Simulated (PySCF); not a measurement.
## Bond curve of CdC

Set-up: basis Cd x2c-TZVPPall, C x2c-TZVPPall; spin-free X2C with a Gaussian nucleus; PySCF 2.14. Energies in eV from Cd + C in their ground configurations at the same level. State: ³Σ⁻ (triplet), unpaired electrons π ↑↑.

```
R (Å)      M06
1.876  -0.2620
1.963  -0.5626
2.050  -0.7293
2.116  -0.7926
2.181  -0.8184
2.246  -0.8181
2.334  -0.7908
2.443  -0.7321
2.574  -0.6462
2.748  -0.5272
```

**Question.** Put a parabola through the three lowest points of the M06 curve and estimate Re, k and ωe (reduced mass 10.86 u; 1 eV/Å² = 0.16022 mdyn/Å; ωe = 1302.8·√(k/μ) cm⁻¹).

**Answer.** Through R = 2.116, 2.181, 2.246 Å the second-order coefficient is 3.09 eV/Å², so Re ≈ 2.213 Å, k ≈ 0.990 mdyn/Å and ωe ≈ 393 cm⁻¹. A polynomial fit of higher order to the unrounded M06 energies gives Re = 2.212 Å, k = 0.819 mdyn/Å, ωe = 358 cm⁻¹; anharmonicity and rounding make the difference.

The higher-order fit for each curve: M06: Re = 2.212 Å, ωe = 358 cm⁻¹, De = 0.82 eV.

Spin–orbit coupling is left out. The state is the lowest determinant that a PBE0 search found; another state may lie lower at other levels.
